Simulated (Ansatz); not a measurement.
Relaxation of AlFH₅NO (9 atoms, charge 0, multiplicity 1), to a largest force component of 0.03 eV/Å in at most 50 steps.

Computed with RHF/def2-SVP (Ansatz 0.2.0).

```xyz
9
Properties=species:S:1:pos:R:3
Al -0.196 0.436 -0.483
N 0.026 0.197 2.605
H -0.762 0.107 3.221
H 0.866 0.131 3.153
F 1.217 -0.180 -1.080
O -1.657 -0.243 -0.952
H -1.878 -1.029 -1.419
H -0.151 1.727 0.394
H -0.008 1.130 2.170
```

Problem. Where does it end, and by what steps?

Solution. It converged. After 20 steps the energy has fallen by 1.266 eV; H3 moved furthest, 0.99 Å. Joined: Al1–N2 (3.10 → 2.04 Å).

```csv
step,energy less start (eV),largest force component (eV/Å),accepted
0,0.0000,1.011,yes
1,-0.1699,0.921,yes
2,-0.2950,2.466,yes
3,-0.5381,1.946,yes
4,-0.9247,1.090,yes
5,-1.0678,1.649,yes
6,-1.1925,0.314,yes
7,-1.1820,0.636,no
8,-1.2246,0.711,yes
9,-1.1085,2.544,no
10,-1.2402,0.335,yes
11,-1.2477,0.157,yes
12,-1.2555,0.081,yes
13,-1.2571,0.240,yes
14,-1.2620,0.074,yes
15,-1.2090,2.014,no
16,-1.2633,0.109,yes
17,-1.2605,0.355,no
18,-1.2644,0.088,yes
19,-1.2659,0.062,yes
20,-1.2661,0.013,yes
```

```xyz
9
Properties=species:S:1:pos:R:3
Al -0.109 0.527 0.033
N -0.057 0.320 2.061
H -0.836 -0.271 2.309
H 0.796 -0.150 2.325
F 1.363 -0.204 -0.307
O -1.504 -0.448 -0.178
H -1.909 -0.758 -0.967
H -0.166 2.084 -0.254
H -0.122 1.178 2.587
```

Whether the end is a true minimum wasn't checked by a vibrational analysis.

Run time: 22 s on 1 thread of Intel(R) Xeon(R) 6975P-C (Granite Rapids), on a shared host, peak memory 0.17 GiB.
